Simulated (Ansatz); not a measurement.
System: CF$_{2}$I, charge 1, multiplicity 1. 
Structure (B3LYP-D3(BJ)/def2-TZVP (Ansatz, a first-principles code) minimum search):
```xyz
4

F     -1.9048    -1.0563     0.0037
C     -1.2181     0.0009    -0.0115
F     -1.9028     1.0592    -0.0396
I      0.7845    -0.0006     0.0074
```
Charge +1, spin multiplicity 1.

Basis-set convergence of Hartree-Fock and CCSD correlation energies (hartree) with Ansatz. Valence correlation only, unless marked. No spin-orbit coupling. Frozen are the shells of the preceding noble gas and the d and f shells that filled before the atom's block. Past Kr the def2 sets carry scalar-relativistic core potentials.

```json
[
 {"basis": "def2-SVP", "functions": "68", "E(HF)": "-532.83410", "E(corr, CCSD)": "-0.60139"},
 {"basis": "def2-TZVPP", "functions": "143", "E(HF)": "___", "E(corr, CCSD)": "___"}
]
```

Question: Fill in the missing entries.

Answer: 
- def2-TZVPP, E(HF): -533.15229
- def2-TZVPP, E(corr, CCSD): -0.78257
